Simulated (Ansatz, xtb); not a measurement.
**Ranking isomers of C2H5OZn**

3 gas-phase structures of C2H5OZn, found in a search over its isomers (lower ones may exist). Each was relaxed with GFN2-xTB; where two conformers were screened, the lower at r2SCAN-D4/def2-SVP is listed:

A. `C[CH][O][ZnH]`, a doublet
B. the doublet with the links of `CC[O][Zn]`
C. a doublet given by its coordinates

C (Å):

```xyz
9

C     0.0746   -0.5357   -0.4536
C     0.7759   -1.2759    0.6481
O    -1.3205   -0.8853   -0.4232
Zn   -0.9218   -2.6319    1.0638
H    -1.7967   -0.3525   -1.0706
H     0.1526    0.5568   -0.3380
H     0.4776   -0.8112   -1.4376
H     0.9498   -0.6533    1.5209
H     1.7008   -1.7381    0.3218
```

Close contacts (Å): C1–C2 1.50, C1–O3 1.44, C2–Zn4 2.21, O3–Zn4 2.33, C1–H6 1.10, C1–H7 1.10, C2–H8 1.09, C2–H9 1.08, O3–H5 0.96.

**Question.** Make a reasoned guess at their ranking by r2SCAN-D4/def2-SVP single-point energy.

**Answer.** Calculated order at r2SCAN-D4/def2-SVP: B (0.0), C (15.3), A (22.8) kcal/mol.

Energies above the lowest of each column, in kcal/mol; the last columns are at BLYP-D3(BJ)/def2-SVP geometries and were run for some of them only (a dash: not run or not comparable):

| structure | GFN2-xTB | HF/STO-3G | r2SCAN-D4/def2-SVP | BLYP-D3(BJ)/def2-SVP |
| --- | --- | --- | --- | --- |
| B | 0.0 | 0.0 | 0.0 | 0.0 |
| C | 19.8 | 15.2 | 15.3 | 15.2 |
| A | 13.1 | 42.1 | 22.8 | – |

Every level run on B puts it lowest or level with the lowest. Some further structures that were screened fall inside this span and aren't listed. Flexible structures stand in one conformer each, not always the lowest. Frequencies (BLYP-D3(BJ)/def2-SVP) were run for B alone. Open shells are spin-unrestricted, some with notable spin contamination.

Programs: Ansatz 0.2.0, xtb 6.7.1.
